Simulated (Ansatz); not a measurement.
The multiplicity is imposed and other spin states were not computed.

Species: [Zn(F)(Br)] (charge 0, multiplicity 1).

Problem. Give a relaxed geometry from PBE-D3(BJ)/def2-SVP (Ansatz, an electronic-structure program).

Solution. the end point of this relaxation.
Cartesian coordinates (Å) in one orientation:
```xyz
3

Zn    -0.027     0.000     0.035
F      1.042    -0.017    -1.348
Br    -1.389     0.022     1.796
```
